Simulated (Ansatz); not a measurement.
The cluster Zr₄P₄, 8 atoms. Hardware: 4 threads of Intel Xeon on a shared host.

In the def2 sets Zr takes a core potential; there is no spin–orbit coupling. Correlated methods freeze 20 core orbitals; core or outer-core shells of Zr are correlated, in sets that lack core-valence functions.

**Question.** How many basis functions does each of these Ansatz runs have, and roughly what does it cost? MP2/def2-TZVP, charge 0 singlet, energy, from earlier orbitals; PBE-D4/def2-SVP, charge 0 singlet, energy, from earlier orbitals; HF/STO-3G, charge 0 singlet, energy; r2SCAN-D4/def2-TZVP, charge 0 singlet, energy, from earlier orbitals; PBE0-D4/def2-TZVP, charge 0 singlet, energy, from earlier orbitals; ωB97X-V/def2-TZVP, charge 0 singlet, energy, from earlier orbitals; PBE-D4/def2-SVP, charge 0 singlet, relaxation, 15 steps; PBE0-D4/def2-SVP, charge 0 singlet, energy, from earlier orbitals; PBE-D4/def2-TZVP, charge 0 singlet, energy and forces, from earlier orbitals.

**Answer.** Other jobs shared the machine, so times can vary by a factor of up to 3. A dash marks memory too small to be measured apart from the calling script's.

```tsv
run	functions	fitting or Cholesky vectors	wall time	peak host memory (GiB)
PBE-D4/def2-SVP, charge 0 singlet, energy, from earlier orbitals	196	1940	9.5 s	–
HF/STO-3G, charge 0 singlet, energy	144	1706	16 s	0.83
PBE0-D4/def2-SVP, charge 0 singlet, energy, from earlier orbitals	196	1952	19 s	0.78
PBE-D4/def2-TZVP, charge 0 singlet, energy and forces, from earlier orbitals	308	2364	21 s	0.8
r2SCAN-D4/def2-TZVP, charge 0 singlet, energy, from earlier orbitals	308	2364	35 s	0.88
PBE0-D4/def2-TZVP, charge 0 singlet, energy, from earlier orbitals	308	2724	46 s	2
MP2/def2-TZVP, charge 0 singlet, energy, from earlier orbitals	308	2316	2 min	1.8
PBE-D4/def2-SVP, charge 0 singlet, relaxation, 15 steps	196	1940	2 min	–
ωB97X-V/def2-TZVP, charge 0 singlet, energy, from earlier orbitals	308	2488	5.6 min	2.2
```
